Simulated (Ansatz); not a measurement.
AgClF3P (`F[P+](F)(F)[Ag-][Cl]`) at its PBE0-D4/def2-TZVP geometry, where that method's forces vanish. Charge 0, multiplicity 1. Ag: def2 effective core potential.

```xyz
6

F     0.2735   -1.9722   -0.3793
P    -0.4318   -0.6077   -0.2045
F    -1.5859   -1.0269    0.7349
F    -1.1979   -0.5341   -1.5452
Ag    0.8386    1.1805    0.3977
Cl    2.1034    2.9603    0.9964
```

(1) What forces (eV/Å) does B3LYP-D4/def2-TZVPP give on these atoms in the Gaussian-basis code of Ansatz? (An estimate is asked.)

## Answers

(1) The calculation gave: 
```
F1   0.183 -0.321 -0.038
P2   0.145  0.205  0.069
F3  -0.273 -0.088  0.235
F4  -0.178  0.032 -0.324
Ag5 -0.001 -0.001  0.000
Cl6  0.123  0.173  0.058
```

B3LYP here is the variant with VWN-RPA as its local correlation; programs differ in this.
